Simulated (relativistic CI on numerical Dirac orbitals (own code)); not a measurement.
# What each ingredient does to the levels of Ho49+

Base calculation: Dirac-Coulomb-Breit CI, KLI orbitals optimised for each configuration, a model potential for QED, unscaled Slater integrals.

Configurations in the expansion (outside the closed core [Ne]): 3s2 3p6, 3s2 3p5 3d, 3s 3p6 3d, 3s2 3p5 4s, 3s2 3p5 4p, 3s2 3p5 4d, 3p6 3d 4p, 3s 3p6 4s, 3p6 3d2, 3p5 3d3, 3p5 3d2 4s, 3p5 3d2 4p, 3p5 3d2 4d, 3p6 3d 4s, 3p5 3d 4s2, 3p5 3d 4s 4p, 3p5 3d 4s 4d. Double excitations out of closed p, d and f shells are left out; levels of such configurations are missing from the list, as are those of other unlisted configurations, and high levels can miss mixing partners.

Variants: (1) configuration mixing switched off. Shifts of the energy above 3s2 3p6 1S_0, in eV, for the lowest level and the first level of each name with at least 55 % of one term (blank where a level changes its place among those of its configuration and J or its character, or is not in the variant):

```tsv
Level	Base	Δ(1)
3s2 3p6 1S_0	0.00	0.00
3s2 3p5 3d 3P°_0	208.17	-0.13
3s2 3p5 3d 3P°_1	217.50	-0.13
3s2 3p5 3d 3F°_3	222.26	-0.13
3s2 3p5 3d 3F°_4	264.67	-0.13
3s2 3p5 3d 3D°_3	279.69	-0.13
3s2 3p5 3d 3F°_2	432.94	-0.13
3s 3p6 3d 3D_1	622.02	-0.34
3s 3p6 3d 3D_2	627.57	-0.23
3s 3p6 3d 3D_3	670.86	-0.33
3s 3p6 3d 1D_2	683.53	-0.01
3p6 3d2 3F_2	1258.53	-0.37
3p6 3d2 3P_0	1279.69	-0.35
3p6 3d2 3F_3	1303.97	-0.27
3p6 3d2 1G_4	1316.40	-0.29
3p6 3d2 3P_1	1318.26	-0.26
3p6 3d2 3F_4	1357.53	-0.28
3p6 3d2 1S_0	1388.34	-0.51
3p5 3d3 5D°_0	1475.40	-0.42
3p5 3d3 3P°_1	1569.05	-0.39
3p5 3d3 3I°_7	1569.27	-0.40
```

At this charge energies of transitions that change n are usually good to better than 1 %, and those within a shell (Δn = 0) to a few per cent.

Ionisation energy from the two ground configurations alone: base 4468.98 eV. The NIST ASD value (theoretical) is 4469 eV.

LS names give the leading component of a level, which can be under half, so a name can repeat, a term be missing and a line seem to break the LS rules.
